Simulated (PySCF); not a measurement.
**Nuclear quadrupole coupling in `FC(F)(F)Cc1ccoc1`**

Species: C6H5F3O.
Cartesian coordinates in Å at the PBE0-D3(BJ)/def2-SVP level; atoms count from 1:
```
atom  x, y, z in Å
F1    -1.7466   -1.5697   -0.8071
C2    -1.9481   -0.2612   -0.6537
F3    -1.6239    0.3343   -1.8087
F4    -3.2593   -0.0753   -0.4670
C5    -1.1580    0.3030    0.5047
C6     0.3140    0.1027    0.3752
C7     1.1954    0.6828   -0.5980
C8     2.4356    0.1992   -0.3138
O9     2.3880   -0.6252    0.7514
C10    1.1081   -0.6817    1.1610
H11   -1.5394   -0.1755    1.4180
H12   -1.4111    1.3730    0.5665
H13    0.9269    1.3603   -1.4052
H14    3.4135    0.3463   -0.7650
H15    0.9008   -1.3132    2.0218
```

Field gradients from the PBE0/pcSseg-1 density (PySCF, non-relativistic), principal values in atomic units, ordered |Vxx| ≤ |Vyy| ≤ |Vzz|:

```csv
atom,Vxx,Vyy,Vzz
O9,-0.7095,-0.7266,1.4361
```

Find the asymmetry η = (Vxx − Vyy)/Vzz and the couplings χ = eQV/h (234.96 MHz × Q in barn × V in au), with Q(17O) = −0.0256 b.

| atom | environment | nucleus | η | χzz (MHz) | χxx (MHz) | χyy (MHz) |
| --- | --- | --- | --- | --- | --- | --- |
| O9 | furan-type oxygen | 17O | 0.01 | -8.64 | 4.27 | 4.37 |

The gradient is axial or nearly so (η below 0.05) at O9. 

What is Vzz at O9 in SI units (1 au = 9.71736 × 10²¹ V/m²)?

1.4361 au = 13.955 × 10²¹ V/m².

And the gradient at the other heavy atoms, for which no coupling is worked out here?

| atom | environment | Vzz (au) | η |
| --- | --- | --- | --- |
| F1 | fluorine of a CF3 group | 2.889 | 0.05 |
| C2 | CF3 carbon | -0.455 | 0.03 |
| F3 | fluorine of a CF3 group | 2.876 | 0.04 |
| F4 | fluorine of a CF3 group | 2.874 | 0.04 |
| C5 | benzylic-type carbon | 0.093 | 0.90 |
| C6 | substituted aromatic carbon | 0.136 | 0.81 |
| C7 | aromatic CH carbon | 0.181 | 0.45 |
| C8 | aromatic CH next to a ring oxygen | -0.328 | 0.88 |
| C10 | aromatic CH next to a ring oxygen | -0.302 | 0.97 |

What couplings would deuterons (Q(2H) = 0.00286 b) have in place of the hydrogens, at this geometry?

| atom | bonded to | bond length (Å) | Vzz (au) | η | χzz (kHz) |
| --- | --- | --- | --- | --- | --- |
| H11 | C5 | 1.099 | 0.2849 | 0.04 | 191 |
| H12 | C5 | 1.101 | 0.2814 | 0.04 | 189 |
| H13 | C7 | 1.087 | 0.3156 | 0.07 | 212 |
| H14 | C8 | 1.087 | 0.3116 | 0.11 | 209 |
| H15 | C10 | 1.087 | 0.3110 | 0.12 | 209 |

Geometry: PBE0-D3(BJ)/def2-SVP, one conformer, isolated molecule. These gradients aren't converged with respect to the basis.

The run behind these numbers computed NMR shieldings as well. The run took 27 s wall on one thread, Arm Neoverse V2, shared host.
